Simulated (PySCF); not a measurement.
Compound: C7H13FP (charge +1).
Atom-mapped SMILES: `[CH3:1][CH2:2][P@+:3]1([CH3:4])[CH2:5][CH:6]=[C:7]([F:8])[CH2:9]1`

Probes without a nucleus sit at each ring's centroid and 1 Å off its mean plane on both sides; NICS is minus the shielding there, NICSzz its component along the normal. Level: GIAO PBE0/pcSseg-1 (PySCF, non-relativistic, gas phase) on the GFN2-xTB geometry, one conformer.

Ring bond lengths (Å), with Mayer bond orders in brackets: P3–C5 1.832 (0.97), C5–C6 1.503 (1.02), C6–C7 1.324 (1.84), C7–C9 1.510 (1.04), C9–P3 1.823 (0.96).

Problem. What do the NICS probes read (ppm)?

Solution. 
```json
{"ring": "P3–C5–C6–C7–C9", "type": "5-membered ring with P; formal bonds 1 double, 4 single", "NICS(0)": "-5.5", "NICS(1), two faces": "-4.0 / -3.0", "NICS(1)zz, two faces": "-1.6 / -0.5", "rms pucker (Å)": "0.06", "centre to ring atoms, mean (Å)": "1.35"}
```

Problem. What can be read from them?

Solution. 
- P3–C5–C6–C7–C9: mean NICS(1)zz -1.1 ppm, near zero. P3, C5, C9 have four or more neighbours; no verdict on aromaticity is drawn.

Problem. At the second NICS(1) probe listed for ring P3–C5–C6–C7–C9, 1 Å off the ring, how large is the induced field along the normal in 1 T applied along it?

Solution. NICSzz × B0 = -0.5 ppm × 1 T = 0 μT.

Problem. How shielded are the nuclei of the rings and their hydrogens (means over atoms taken as equivalent)?

Solution. 
```tsv
atoms	environment	σ isotropic (ppm)
P3	phosphonium phosphorus	283.7
C5	sp3 carbon bound to phosphorus	157.5
C6	alkene CH carbon	78.8
C7	vinylic C–F carbon	22.7
C9	sp3 carbon bound to phosphorus	156.6
H on C5	methylene hydrogen	28.58
H on C5	methylene hydrogen	28.44
H on C6	vinylic hydrogen	25.92
H on C9	methylene hydrogen	28.61
H on C9	methylene hydrogen	28.33
```

Rough CPU time on one thread of a shared machine: about 2.1 min. This is the whole shielding run at PBE0/pcSseg-1, SCF included.
